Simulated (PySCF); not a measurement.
Field gradients at the hydrogen positions

Species: C7H10P (charge -1).
Structure used (GFN2-xTB), in Å, numbered top down from 1:
```
atom  x, y, z in Å
C1    -2.6947    0.8980   -0.0800
C2    -2.0919   -0.4660    0.2628
C3    -0.6654   -0.5677   -0.1925
C4     0.4035   -0.0253    0.4934
C5     1.6337   -0.2129   -0.1523
C6     2.9474    0.2656    0.3958
C7     1.4913   -0.9001   -1.3390
P8    -0.1617   -1.3338   -1.6913
H9    -3.7355    0.9675    0.2460
H10   -2.6503    1.0518   -1.1565
H11   -2.1240    1.6917    0.4000
H12   -2.1489   -0.6177    1.3491
H13   -2.6886   -1.2464   -0.2185
H14    0.3005    0.4875    1.4449
H15    2.9013    1.3263    0.6582
H16    3.2226   -0.2861    1.3007
H17    3.7421    0.1287   -0.3384
H18    2.3098   -1.1546   -2.0009
```

Level: PBE0/pcSseg-1 (PySCF, non-relativistic); Q(2H) = 0.00286 b; rigid geometry, the same for H and D, with no vibrational averaging.

**Question.** Rank these positions by the coupling χzz of a deuteron there, largest first.
A. H16 (methyl hydrogen)
B. H17 (methyl hydrogen)
C. H18 (aromatic hydrogen)
D. H14 (aromatic hydrogen)
E. H12 (methylene hydrogen)

**Answer.** C (231 kHz), D (225 kHz), B (212 kHz), A (208 kHz), E (202 kHz).

**Question.** What are Vzz, η and χzz (234.96 MHz × Q × Vzz) at all hydrogens?

**Answer.** 
```
atom  bonded to  bond length (Å)  Vzz (au)     η  χzz (kHz)
  H9         C1            1.093    0.3137  0.01        211
 H10         C1            1.088    0.3152  0.01        212
 H11         C1            1.089    0.3161  0.02        212
 H12         C2            1.098    0.3011  0.01        202
 H13         C2            1.094    0.3055  0.01        205
 H14         C4            1.086    0.3347  0.09        225
 H15         C6            1.094    0.3116  0.01        209
 H16         C6            1.095    0.3094  0.01        208
 H17         C6            1.091    0.3162  0.01        212
 H18         C7            1.083    0.3433  0.08        231
```

**Question.** How does χzz go with the bond length over the 10 C–H bonds?

**Answer.** A straight-line fit has a slope of -17.5 kHz for each 0.01 Å, with a correlation coefficient of -0.93, over lengths from 1.083 to 1.098 Å. The longer bonds have the smaller couplings here.

**Question.** A static deuteron (I = 1) shows a doublet split by (3/2)χ, (3/4)χ(1 + η) and (3/4)χ(1 − η) with the field along z, y and x of the gradient. What are these for H14?

**Answer.** With |χ| = 224.9 kHz and η = 0.092: 337, 184 and 153 kHz, to first order and without motion.

One conformer (not necessarily the lowest) at the GFN2-xTB geometry, without solvent, vibrations or thermal averaging. The pcSseg-1 basis has no diffuse functions, a weakness for an anion. GFN2-xTB bond lengths can be off by several hundredths of an ångström, more for odd bonds, and the gradients follow them. The basis is small and wasn't made for field gradients, so the couplings can be 20 % off.
